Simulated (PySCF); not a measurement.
C₃H₆FNSi.
Cartesian coordinates in Å at the PBE0-D3(BJ)/def2-SVP level; atoms count from 1:
```xyz
12
C3H6FNSi angstrom
C      2.1164   -0.9269   -0.3794
N      0.9235   -0.5486   -0.1658
C      0.6235    0.8109   -0.1013
C     -0.6558    1.1473    0.1239
Si    -1.8663   -0.2649    0.3246
F     -3.3311    0.4166    0.5755
H      2.3445   -1.9993   -0.4258
H      2.9548   -0.2187   -0.5210
H      1.4387    1.5420   -0.2373
H     -0.9472    2.2005    0.1817
H     -1.9879   -1.0899   -0.9072
H     -1.5738   -1.0974    1.5221
```

Method used: PBE0-D3(BJ)/def2-SVP geometry optimisation, gas phase (PySCF).

Take the most abundant isotopes and a rigid rotor. The values belong to one conformer with, in the numbering `[CH2:1]=[N:2]/[CH:3]=[CH:4]\[SiH2:5][F:6]`, C1–N2–C3–C4 180°, C3–C4–Si5–F6 180°.

Give the principal moments of inertia and the rotational constants in MHz.

Ia = 53.66, Ib = 372.69, Ic = 420.23 u·Å²; 505379 MHz·u·Å²/I gives A = 9418, B = 1356, C = 1203 MHz.

What kind of rotor is it?

A near-prolate asymmetric top. Ray's parameter κ = (2B − A − C)/(A − C) = -0.963; −1 is the prolate and +1 the oblate limit.

Is it planar, by Δ = Ic − Ia − Ib?

Not planar: Δ = Ic − Ia − Ib = -6.12 u·Å². For a rigid frame Δ = −2 Σ m c², so Σ m c² = 3.06 u·Å² lies off the ab plane, practically all of it from hydrogen. The atom farthest from that plane is 1.24 Å away.

Give the other two planar moments, Paa and Pbb, and the rms extents of the mass along the axes.

Paa = Σ m a² = (Ib + Ic − Ia)/2 = 369.63 and Pbb = Σ m b² = (Ia + Ic − Ib)/2 = 50.60 u·Å². With the mass M = 103.03 u, the rms extents √(P/M) along a, b and c are 1.89, 0.70, 0.17 Å.

Which lines would a microwave search look for?

The dipole components are |μa| = 3.73 D, |μb| = 0.81 D, |μc| = 0.00 D; the mirror of this Cs structure is the ab plane, so μc vanishes by symmetry and there are no c-type lines. Intensities carry the squares of the components, which stand as 1.00 : 0.05 (a : b). Some of the stronger lines:

| type | branch | J(Ka,Kc) | MHz | lower level (cm⁻¹) |
| --- | --- | --- | --- | --- |
| a | Q | 2(1,1) ← 2(1,2) | 460 | 0.520 |
| a | R | 1(0,1) ← 0(0,0) | 2559 | 0.000 |
| a | R | 2(1,2) ← 1(1,1) | 4964 | 0.354 |
| a | R | 2(0,2) ← 1(0,1) | 5115 | 0.085 |
| a | R | 2(1,1) ← 1(1,0) | 5271 | 0.359 |
| b | Q | 1(1,0) ← 1(0,1) | 8216 | 0.085 |
| b | Q | 2(1,1) ← 2(0,2) | 8371 | 0.256 |
| b | R | 1(1,1) ← 0(0,0) | 10621 | 0.000 |
| b | R | 2(1,2) ← 1(0,1) | 13026 | 0.085 |
| b | Q | 2(2,0) ← 2(1,1) | 24189 | 0.535 |
| b | Q | 2(2,1) ← 2(1,2) | 24647 | 0.520 |
| b | R | 2(2,1) ← 1(1,0) | 29457 | 0.359 |
| b | R | 2(2,0) ← 1(1,1) | 29613 | 0.354 |

No frequency check. Constants of a rigid frame at the computed geometry: no zero-point averaging, no centrifugal distortion. Quadrupole hyperfine structure (14N) is left out.
